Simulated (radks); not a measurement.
The numbers below are computed, except where a source is named.
Effect of the nuclear size on neutral neon, [Ne]. Level of theory: Dirac Kohn-Sham, exchange-only LDA, spin-unpolarised, spherical densities, finite nucleus; Fermi nuclear charge, rms radius 3.0055 fm (a radial shooting solver on a logarithmic mesh with Libxc functionals). The rms radius is varied about that value; shifts are against it.

rms radius (fm),total energy shift (eV),density at nucleus (e/bohr^3),1s1/2 shift (meV)
2.4465,-0.000397,640.3,-0.164
2.8462,-0.000121,639.6,-0.050
3.0055,0,639.3,0.000
3.2279,0.000180,639,0.074
3.4774,0.000397,638.7,0.164

Slopes of the eigenvalues against <r^2> in GHz/fm^2, as finite differences over the two radii next to the reference (eigenvalue slopes, not the field-shift constants of lines): 1s1/2 13.0.
